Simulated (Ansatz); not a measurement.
`C#C[SiH2][AlH][SiH3]` + `O[SiH3]` → `O[SiH2][SiH3]` + `C#C[SiH2][AlH2]` at 298.15 K and 1 bar (formal exchange of groups at the Si–Al bond).

Calculated with Ansatz (gas phase, PBE0-D4/def2-TZVP geometries, no zero-point term in ΔE). CCSD(T)/CBS adds triple-zeta CCSD(T) − MP2 to the extrapolated MP2 energy (def2 sets, frozen cores). One conformer a species, not always the lowest.

```json
{"species": "`C#C[SiH2][AlH][SiH3]`", "CCSD(T)/CBS energy (Eh)": "-900.40976", "H − E (kJ/mol)": "204.0", "S (J/(mol·K))": "388.3"}
{"species": "`O[SiH3]`", "CCSD(T)/CBS energy (Eh)": "-366.69042", "H − E (kJ/mol)": "113.6", "S (J/(mol·K))": "257.8"}
{"species": "`O[SiH2][SiH3]`", "CCSD(T)/CBS energy (Eh)": "-656.96789", "H − E (kJ/mol)": "164.6", "S (J/(mol·K))": "321.1"}
{"species": "`C#C[SiH2][AlH2]`", "CCSD(T)/CBS energy (Eh)": "-610.12048", "H − E (kJ/mol)": "150.2", "S (J/(mol·K))": "349.3"}
```

H − E and S are ideal-gas, rigid-rotor, harmonic terms from PBE0-D4/def2-TZVP, for one conformer and one mirror image of each species. 1 Eh = 2625.50 kJ/mol, R = 8.31446 J/(mol·K).

Q: By hand: ΔE, ΔH, ΔS and ΔG.

A: ΔE = (-656.96789) + (-610.12048) − (-900.40976) − (-366.69042) = 0.01181 Eh = 31.0 kJ/mol. Δ(H − E) = 164.6 + 150.2 − 204.0 − 113.6 = -2.8, so ΔH = 28.2 kJ/mol. ΔS = 321.1 + 349.3 − 388.3 − 257.8 = 24.3 J/(mol·K). ΔG = 28.2 − 298.15 × (24.3)/1000 = 21.0 kJ/mol.

Q: By hand: the equilibrium constant, and the temperature at which ΔG would vanish if ΔH and ΔS stayed fixed.

A: log₁₀ K = −ΔG/(RT ln 10) = -3.7. ΔG = 0 at ΔH/ΔS = 1160 K.

ΔH outweighs TΔS. A doubt of 5 kJ/mol in ΔE shifts log₁₀ K by 0.9 here. Other conformers and mirror images would add mixing entropy, several J/(mol·K) or more a flexible species. Modes under 60 cm⁻¹, often nearly free rotors, make the harmonic entropy too high. These are equilibria of isolated gas molecules and say nothing of rates. Largest T1 diagnostic: 0.015 (customary marks: 0.02 for closed shells, 0.045 for open ones).
